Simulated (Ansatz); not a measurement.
Cu₄⁻, relaxed as a doublet with UKS r2SCAN-D4/def2-SVPD in Ansatz, starting from the GFN2-xTB geometry. Force threshold 0.02 eV/Å.

The highest occupied level of the charge -1 doublet lies above zero (up to 0.40 eV). By energy differences its removal costs 1.34 eV (vertical, to the charge 0 singlet, at PBE0-D4/def2-TZVPD). The relaxation made no stability test and no search for a lower SCF solution. The structure comes from a short search, and lower isomers may exist.

Start:

```xyz
4

Cu    0.6506   -1.4871   -0.6032
Cu   -0.6104    1.2501    0.6845
Cu   -0.2737   -0.7198    1.3442
Cu    0.2335    0.9568   -1.4255
```

| step | energy (eV) | largest force component (eV/Å) | SCF passes |
| --- | --- | --- | --- |
| 1 | -178537.9849 | 1.654 | 35 |
| 2 | -178538.2163 | 0.800 | 45 |
| 3 | -178538.2882 | 0.423 | 50 |
| 4 | -178538.3340 | 0.270 | 42 |
| 5 | -178538.5262 | 0.928 | 46 |
| 6 | -178538.7050 | 0.958 | 42 |
| 7 | -178538.8491 | 0.779 | 43 |
| 8 | -178538.9118 | 0.076 | 35 |
| 9 | -178538.9132 | 0.006 | 26 |

Force components are those of the run's own axes.

End:

```xyz
4

Cu    0.766   -1.653   -0.790
Cu   -0.766    1.653    0.790
Cu   -0.196   -0.573    1.008
Cu    0.196    0.573   -1.009
```

By distances, no bond broke or formed, bridged metal pairs apart. The bond that changes most is Cu3–Cu4, from 3.28 to 2.35 Å (atoms count from 1). Metal–metal contacts that move far: Cu3–Cu4 3.28 to 2.35 Å.

No frequencies were taken in this run, so the end may be a saddle point.

Hardware: 4 threads of Arm Neoverse V1 on a shared host. Wall time 76 s.
